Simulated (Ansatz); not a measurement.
Stepwise reaction of `CC[Si]CC` with hydrogen sulfide, as a gas-phase model of exchange steps in deposition or etching. ΔE in kJ/mol; ΔG adds harmonic PBE0-D4 terms to CCSD(T)/CBS, at 1 bar.

Gas-phase electronic energies from Ansatz, PBE0-D4/def2-TZVP geometries. CBS: MP2 limit from def2 TZ/QZ plus the TZ coupled-cluster correction, frozen cores. This one scheme is used for every species. Functionals use def2-TZVPP. B3LYP here is the variant with VWN-RPA as its local correlation; programs differ in this. Each species was taken in one conformer, which may not be the lowest.

| step | reaction | PBE-D4 | B3LYP-D4 | ωB97M-V | CCSD(T)/CBS | ΔG(400 K) |
| --- | --- | --- | --- | --- | --- | --- |
| 2 | `CC[Si]S` + H₂S → `S[Si]S` + `CC` | -122.2 | -119.9 | -115.7 | -115.3 | -100.2 |

Q: Give the row of step 1, `CC[Si]CC` + H₂S → `CC[Si]S` + `CC`. (Estimate.)

A: Computed: 
| step | reaction | PBE-D4 | B3LYP-D4 | ωB97M-V | CCSD(T)/CBS | ΔG(400 K) |
| --- | --- | --- | --- | --- | --- | --- |
| 1 | `CC[Si]CC` + H₂S → `CC[Si]S` + `CC` | -137.7 | -134.7 | -130.3 | -129.6 | -117.3 |

Q: By hand: ΔE of the 2 steps together at CCSD(T)/CBS.

A: (-129.6) + (-115.3) = -244.9 kJ/mol, or -122.4 kJ/mol a step.

In ΔE each step is higher than the one before. All are downhill at CCSD(T)/CBS. ΔG lies between -117.3 and -100.2 kJ/mol a step. PBE-D4 differs from CCSD(T)/CBS by -8.1 to -6.9 kJ/mol a step. Isolated molecules leave out the surface, adducts and barriers. Largest T1 diagnostic: 0.015.
